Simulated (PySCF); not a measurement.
Species: C7H7ClO3.
Geometry (GFN2-xTB, Å), atoms numbered from 1 in this order:
```xyz
18
C7H7ClO3 angstrom
C      3.493   -0.556    0.554
O      2.081   -0.471    0.677
C      1.432    0.016   -0.377
O      1.966    0.376   -1.398
C     -0.039    0.067   -0.156
C     -0.857    0.527   -1.104
C     -2.344    0.601   -0.935
C     -2.688    0.082    0.432
Cl    -4.364    0.074    0.847
C     -1.785   -0.355    1.302
O     -0.444   -0.389    1.068
H      3.919    0.433    0.376
H      3.762   -1.207   -0.280
H      3.856   -0.967    1.493
H     -0.427    0.862   -2.035
H     -2.693    1.634   -1.052
H     -2.849    0.009   -1.708
H     -2.028   -0.729    2.284
```

Probes without a nucleus sit at each ring's centroid and 1 Å off its mean plane on both sides; NICS is minus the shielding there, NICSzz its component along the normal. Level: GIAO PBE0/pcSseg-1 (PySCF, non-relativistic, gas phase) on the GFN2-xTB geometry, one conformer.

Ring bond lengths (Å), with Mayer bond orders in brackets: C5–C6 1.334 (1.71), C6–C7 1.498 (1.02), C7–C8 1.503 (0.97), C8–C10 1.328 (1.75), C10–O11 1.362 (1.01), O11–C5 1.367 (0.98).

Problem. Give the NICS values of each ring in ppm.

Solution. 
```json
{"ring": "C5–C6–C7–C8–C10–O11", "type": "6-membered ring with O; formal bonds 2 double, 4 single", "NICS(0)": "1.7", "NICS(1), two faces": "-0.1 / -0.1", "NICS(1)zz, two faces": "6.4 / 6.4", "rms pucker (Å)": "0.00", "centre to ring atoms, mean (Å)": "1.40"}
```

Problem. What can be read from them?

Solution. 
- C5–C6–C7–C8–C10–O11: mean NICS(1)zz 6.4 ppm, deshielded. C7 has four or more neighbours, so the value isn't read as a sign of a π ring current.

Problem. At the second NICS(1) probe listed for ring C5–C6–C7–C8–C10–O11, 1 Å off the ring, what do the in-plane components average?

Solution. The isotropic value is a third of the trace: (3 × -0.1 − (6.4))/2 = -3.4 ppm.

Problem. List the ring angles and the Hirshfeld charges of the ring atoms.

Solution. 
- C5–C6–C7–C8–C10–O11: C5 124.7° (+0.046 e), C6 123.0° (-0.044 e), C7 108.3° (-0.073 e), C8 123.7° (-0.011 e), C10 124.4° (+0.010 e), O11 116.0° (-0.087 e); sum 720.0° against 720° for a flat convex ring.

Hardware: one thread of an Intel Xeon at 2.50 GHz, on a shared host. Cost: 2.9 min of wall time (with the writing of density and orbital grids), 1.0 GiB resident at most. This is the whole shielding run at PBE0/pcSseg-1, SCF included.
